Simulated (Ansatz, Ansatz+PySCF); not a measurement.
```xyz
2

Li    0.0000    0.0000    0.0000
O     0.0000    0.0000    1.6880
```

Basis set: def2-SVP (spherical functions). Left uncorrelated: 1 orbital. Charge 0, multiplicity 2.

Computed with Ansatz (development build ahead of 0.2.0); each method stands on the lowest determinant of its kind that the runs found.

The atomization energy at this shape (free ground-state atoms in the same class of orbitals less the molecule, no zero-point energy) of doublet LiO:

```tsv
method	atomization energy
UHF-CCSD(T)	2.93 eV
ROHF	1.72 eV
UHF	1.68 eV
```

Question: What does UHF-MP2 give?

Answer: 3.00 eV.
